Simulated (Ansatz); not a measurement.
`[SiH3][CH2][SbH2]` + `[OH][GaH2]` → `[GaH2][O][SbH2]` + `C[SiH3]` at 500 K and 1 bar (ligand exchange at the Sb–C bond).

Calculated with Ansatz (gas phase, PBE0-D4/def2-TZVP geometries, no zero-point term in ΔE). CCSD(T)/CBS is the MP2 limit (def2-TZVPP, def2-QZVPP) plus CCSD(T) − MP2 in def2-TZVPP, frozen cores. This one scheme is used for every species. Elements past krypton have def2 core potentials. For Ga, Sb outer-core shells are correlated without core-valence functions, which leaves a few kJ/mol of doubt a bond. Scalar relativity is left out up to krypton.

| species | CCSD(T)/CBS energy (Eh) | H − E (kJ/mol) | S (J/(mol·K)) |
| --- | --- | --- | --- |
| `[SiH3][CH2][SbH2]` | -571.33795 | 214.1 | 405.6 |
| `[OH][GaH2]` | -2000.92981 | 96.0 | 296.8 |
| `[GaH2][O][SbH2]` | -2241.53579 | 119.2 | 400.4 |
| `C[SiH3]` | -330.73916 | 189.7 | 296.8 |

H − E and S are ideal-gas, rigid-rotor, harmonic terms from PBE0-D4/def2-TZVP, for one conformer and one mirror image of each species. 1 Eh = 2625.50 kJ/mol, R = 8.31446 J/(mol·K).

By hand: ΔE, ΔH, ΔS and ΔG.

ΔE = (-2241.53579) + (-330.73916) − (-571.33795) − (-2000.92981) = -0.00719 Eh = -18.9 kJ/mol. Δ(H − E) = 119.2 + 189.7 − 214.1 − 96.0 = -1.2, so ΔH = -20.1 kJ/mol. ΔS = 400.4 + 296.8 − 405.6 − 296.8 = -5.2 J/(mol·K). ΔG = -20.1 − 500 × (-5.2)/1000 = -17.5 kJ/mol.

By hand: the equilibrium constant, and the temperature at which ΔG would vanish if ΔH and ΔS stayed fixed.

log₁₀ K = −ΔG/(RT ln 10) = 1.8. ΔG = 0 at ΔH/ΔS = 3865 K, far beyond where these terms or the molecules hold.

The number of gas molecules stays the same, so ΔS is small and ΔH decides. A doubt of 5 kJ/mol in ΔE shifts log₁₀ K by 0.5 here. Other conformers and mirror images would add mixing entropy, several J/(mol·K) or more a flexible species. Modes under 60 cm⁻¹, often nearly free rotors, make the harmonic entropy too high. These are equilibria of isolated gas molecules and say nothing of rates. Largest T1 diagnostic: 0.016 (customary marks: 0.02 for closed shells, 0.045 for open ones).
